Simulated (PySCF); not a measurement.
C$_{3}$H$_{7}$O, doublet, geometry from GFN2-xTB, with bond 8-5 at 1.6 times its length; CAMB3LYP/STO-3G (PySCF).

Here is a job for PySCF.
```python
from pyscf import gto, scf, dft

mol = gto.Mole()
mol.atom = '''
    O    -0.05892672    1.35633054   -0.11322781
    C    -0.02863471    0.02565496    0.35439911
    H     0.82063304    1.73921461   -0.02733603
    H     0.14012484    0.02515463    1.45324908
    C    -1.32028118   -0.61414156    0.06029069
    C     1.14796001   -0.75883329   -0.27258888
    H     1.05098018   -0.75215105   -1.35533659
    H    -2.46766214    0.20709751   -0.90820414
    H     2.09748678   -0.30189391    0.00291482
    H    -1.53264840   -1.58991250    0.44633478
    H     1.13796680   -1.78626957    0.07840942
'''
mol.basis = 'sto-3g'
mol.spin = 1
mol.verbose = 4
mol.build()

mf = dft.UKS(mol)
mf.xc = 'camb3lyp'
mf.diis_space = 12
mf.kernel()
```

It wrote (shortened):

```
PySCF version 2.14.0

[INPUT] verbose = 4
[INPUT] num. atoms = 11
[INPUT] num. electrons = 33
[INPUT] charge = 0
[INPUT] spin (= nelec alpha-beta = 2S) = 1
[INPUT] symmetry False subgroup None
[INPUT] Mole.unit = angstrom
[INPUT] Symbol           X                Y                Z      unit          X                Y                Z       unit  Magmom
[INPUT]  1 O     -0.058926720000   1.356330540000  -0.113227810000 AA   -0.111355362219   2.563093254983  -0.213969550584 Bohr   0.0
[INPUT]  2 C     -0.028634710000   0.025654960000   0.354399110000 AA   -0.054111759556   0.048480848137   0.669717256690 Bohr   0.0
[INPUT]  3 H      0.820633040000   1.739214610000  -0.027336030000 AA    1.550771694369   3.286639284742  -0.051657610033 Bohr   0.0
[INPUT]  4 H      0.140124840000   0.025154630000   1.453249080000 AA    0.264797570848   0.047535361465   2.746242751976 Bohr   0.0
[INPUT]  5 C     -1.320281180000  -0.614141560000   0.060290690000 AA   -2.494969837618  -1.160559350113   0.113932891961 Bohr   0.0
[INPUT]  6 C      1.147960010000  -0.758833290000  -0.272588880000 AA    2.169330020853  -1.433987092303  -0.515118327802 Bohr   0.0
[INPUT]  7 H      1.050980180000  -0.752151050000  -1.355336590000 AA    1.986064702546  -1.421359488804  -2.561214961702 Bohr   0.0
[INPUT]  8 H     -2.467662140000   0.207097510000  -0.908204140000 AA   -4.663205612558   0.391357574979  -1.716257089796 Bohr   0.0
[INPUT]  9 H      2.097486780000  -0.301893910000   0.002914820000 AA    3.963675564096  -0.570496808574   0.005508211502 Bohr   0.0
[INPUT] 10 H     -1.532648400000  -1.589912500000   0.446334780000 AA   -2.896285721253  -3.004499187023   0.843450494068 Bohr   0.0
[INPUT] 11 H      1.137966800000  -1.786269570000   0.078409420000 AA    2.150445590848  -3.375560271945   0.148172329386 Bohr   0.0

nuclear repulsion = 125.202889799485
number of shells = 19
number of NR pGTOs = 81
number of NR cGTOs = 27
basis = sto-3g
ecp = {}

******** <class 'pyscf.dft.uks.UKS'> ********
method = UKS
initial guess = minao
damping factor = 0
level_shift factor = 0
DIIS = <class 'pyscf.scf.diis.CDIIS'>
diis_start_cycle = 1
diis_space = 12
diis_damp = 0
SCF conv_tol = 1e-09
SCF conv_tol_grad = None
SCF max_cycles = 50
direct_scf = True
direct_scf_tol = 1e-13
number electrons alpha = 17  beta = 16
XC library pyscf.dft.libxc version 7.1.2
    S. Lehtola, C. Steigemann, M. J. T. Oliveira, and M. A. L. Marques,  SoftwareX 7, 1–5 (2018)
XC functionals = camb3lyp
    T. Yanai, D. P. Tew, and N. C. Handy,  Chem. Phys. Lett. 393, 51 (2004)
radial grids:
    Treutler-Ahlrichs [JCP 102, 346 (1995); DOI:10.1063/1.469408] (M4) radial grids

becke partition: Becke, JCP 88, 2547 (1988); DOI:10.1063/1.454033
pruning grids: <function nwchem_prune>
grids dens level: 3
symmetrized grids: False
atomic radii adjust function: <function treutler_atomic_radii_adjust>
small_rho_cutoff = 0
Set gradient conv threshold to 3.16228e-05
tot grids = 125096
init E= -191.204018268923

cycle= 1 E= -190.86583363566  delta_E= 0.338  |g|= 0.334  |ddm|= 2.79
cycle= 2 E= -190.916189382658  delta_E= -0.0504  |g|= 0.232  |ddm|= 0.763
cycle= 3 E= -190.948043449735  delta_E= -0.0319  |g|= 0.0191  |ddm|= 0.299
cycle= 4 E= -190.94869240257  delta_E= -0.000649  |g|= 0.0111  |ddm|= 0.0497
cycle= 5 E= -190.949001167553  delta_E= -0.000309  |g|= 0.00733  |ddm|= 0.0304
cycle= 6 E= -190.94939605015  delta_E= -0.000395  |g|= 0.00493  |ddm|= 0.0527
cycle= 7 E= -190.949651773494  delta_E= -0.000256  |g|= 0.00271  |ddm|= 0.0615
cycle= 8 E= -190.949695498068  delta_E= -4.37e-05  |g|= 0.000644  |ddm|= 0.0301
cycle= 9 E= -190.949696916527  delta_E= -1.42e-06  |g|= 0.00016  |ddm|= 0.00439
cycle= 10 E= -190.949697007596  delta_E= -9.11e-08  |g|= 5.73e-05  |ddm|= 0.00121
cycle= 11 E= -190.94969701402  delta_E= -6.42e-09  |g|= 2.14e-05  |ddm|= 0.000278
cycle= 12 E= -190.949697015263  delta_E= -1.24e-09  |g|= 6.57e-06  |ddm|= 9.47e-05
cycle= 13 E= -190.949697015467  delta_E= -2.04e-10  |g|= 1.34e-06  |ddm|= 4.91e-05
Extra cycle  E= -190.949697015473  delta_E= -5.97e-12  |g|= 6.99e-07  |ddm|= 4.95e-06
converged SCF energy = -190.949697015473  <S^2> = 0.80564161  2S+1 = 2.0548884
```
